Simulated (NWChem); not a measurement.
## A calculation on HfO$_{2}$

SMILES: [O]=[Hf]=[O]
```xyz
3

Hf     0.0000     0.0000    -0.1978
O     -1.4322     0.0000     0.8900
O      1.4322     0.0000     0.8900
```
Charge 0, spin multiplicity 1.

Program: NWChem. Structure: optimised with PBE/def2-SVP with def2 effective core potentials on Hf, a minimum by its harmonic frequencies.

Symmetry labels belong to the abelian group C2v used in the runs, with the axes of the coordinates shown.

Effective core potentials replace the inner electrons of Hf; spin-orbit coupling is left out. The correlated methods keep 2 core orbitals frozen. The structure started from a generated list of species.

List the 4 singlet excitations that EOM-CCSD/def2-SVPD with def2 effective core potentials on Hf, 2 core orbitals frozen gives, with oscillator strengths.


```
state  symmetry  energy (eV)  wavelength (nm)      f
-----  --------  -----------  ---------------  -----
1            b1         1.42              871  0.003
2            a1         2.50              495  0.016
3            b2         2.63              471  0.011
4            a2         2.94              422  0.000
```
These are the lowest roots of each symmetry, so higher states are missing between them.
